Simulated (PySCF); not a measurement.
A structure optimised at B3LYP-D3(BJ)/def2-SVP, used in a PySCF frequency run:

```xyz
10

Ga    -0.0014     0.7554     0.0000
F      1.4962     1.6460     0.0000
F     -1.5232     1.6046     0.0000
O      0.0170    -0.9058     1.0859
C      0.0213    -1.5770     0.0000
C     -0.0019    -3.0685     0.0000
O      0.0170    -0.9058    -1.0859
H      0.4778    -3.4569    -0.9068
H      0.4778    -3.4569     0.9068
H     -1.0559    -3.3920     0.0000
```

**Question.** Write its SMILES, formula and point group.

**Answer.** CC(=O)[O][Ga]([F])[F], C2H3F2GaO2, Cs

**Question.** What are its rotational constants (standard atomic weights)?

**Answer.** 3.9608, 1.3222, 1.1724 GHz
